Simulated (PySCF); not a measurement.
# IF and its ions

PBE0; PySCF, spin-free X2C with a Gaussian nucleus, basis sets I x2c-SVPall, F x2c-SVPall. Neutral (UKS): singlet (closed shell), Re = 1.942 Å, ωe = 631 cm⁻¹, De = 2.62 eV, HOMO -7.96 eV, LUMO -3.42 eV.

IF⁺ (UKS): doublet (π ↑), Re = 1.878 Å, ωe = 714 cm⁻¹, De = 2.40 eV to I⁺ + F. The energies at the minima are -7214.17632 hartree for IF and -7213.78131 for IF⁺.

**Question.** Work out the adiabatic ionisation energy, without and with harmonic zero-point energies (1 hartree = 27.2114 eV, 1 eV = 8065.5 cm⁻¹), and the change of the bond length.

**Answer.** At PBE0: 0.39501 hartree = 10.749 eV between the minima; the zero-point term (714.0 − 631.0)/2 cm⁻¹ = +0.005 eV makes it 10.754 eV. Re changes by -6.4 pm against the neutral. Minus the HOMO energy is 7.96 eV, -2.79 eV from the value between the minima; self-interaction puts the Kohn–Sham level too high, less so with exact exchange. The electron leaves a π orbital, and the shorter bond of the ion fits an antibonding orbital, or a change in how ionic the bond is.

These are scalar-relativistic numbers at best; spin–orbit coupling would shift them, the dissociation energy most. For an ion De counts to the pair picked by the measured ionisation energies or electron affinities, which need not be the lowest pair at this level. States were picked by a PBE0 search and need not be the measured ground states.
